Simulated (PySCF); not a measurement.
SMILES C[SiH](C)/C=C/[SiH](F)F (GFN2-xTB optimised geometry):

```
18

Si    -1.824    -2.374    -3.413
F     -2.695    -3.655    -2.995
F     -0.568    -3.074    -4.124
C     -1.253    -1.466    -1.883
C     -1.507    -0.194    -1.575
Si    -0.893     0.665     0.000
C     -1.539    -0.283     1.518
C      1.011     0.665     0.000
H     -2.560    -1.658    -4.426
H     -0.657    -2.046    -1.184
H     -2.100     0.390    -2.269
H     -1.407     2.046     0.000
H     -1.199    -1.315     1.515
H     -2.624    -0.297     1.542
H     -1.195     0.173     2.442
H      1.406     1.207    -0.854
H      1.407    -0.345    -0.044
H      1.404     1.133     0.897
```

Computed with CAM-B3LYP/def2-SVP (PySCF 2.14.0).

Problem. What are the frontier orbital energies and the dipole moment?

Solution. HOMO-2 -10.58 eV, HOMO-1 -9.75 eV, HOMO -9.53 eV, LUMO -0.04 eV, LUMO+1 2.10 eV; dipole moment 2.74 D.

On the same geometry PBE/def2-SVP run with PySCF gives HOMO-2 -7.78 eV, HOMO-1 -7.04 eV, HOMO -7.02 eV, LUMO -2.16 eV, LUMO+1 0.25 eV; dipole moment 2.55 D.

Meta-Löwdin charges at CAM-B3LYP/def2-SVP: Si1 1.27, F2 -0.47, F3 -0.47, C4 -0.35, C5 -0.29, Si6 0.78, C7 -0.54, C8 -0.54, H9 -0.14, H10 0.10, H11 0.10, H12 -0.13, H13 0.11, H14 0.11, H15 0.11, H16 0.11, H17 0.11, H18 0.11.
